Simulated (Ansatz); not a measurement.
Molecule: dichloro(ethynyl)borane, C$_{2}$HBCl$_{2}$, charge 0, multiplicity 1. 
Geometry from a B3LYP-D3(BJ)/def2-TZVP (Ansatz, a first-principles code) optimisation:
SMILES: C#CB(Cl)Cl
```xyz
6

C      2.6767    -0.4806    -0.2009
C      1.4936    -0.2681    -0.1121
B      0.0176    -0.0032    -0.0013
Cl    -0.6291     1.5711    -0.4144
Cl    -1.0668    -1.2666     0.5418
H      3.7210    -0.6680    -0.2793
```

Basis-set convergence of Hartree-Fock and MP2 correlation energies (hartree) with Ansatz. Correlated levels leave the core frozen unless marked. Spin-orbit coupling is left out. Non-relativistic.

| basis | functions | E(HF) | E(corr, MP2) |
|---|---|---|---|
| aug-cc-pV(D+d)Z | 142 | -1020.06037 | -0.63126 |
| aug-cc-pV(T+d)Z | 271 | -1020.11018 | -0.77995 |
| aug-cc-pV(Q+d)Z | 464 | -1020.12215 | -0.83572 |

Extrapolating the two largest sets (X = 3 and 4) as X^-3: E(corr) = (64·(-0.83572) - 27·(-0.77995))/37 = -0.8764 Eh, an estimate of the basis-set limit. The largest set recovers 95.4 % of it, the smallest 72.0 %.
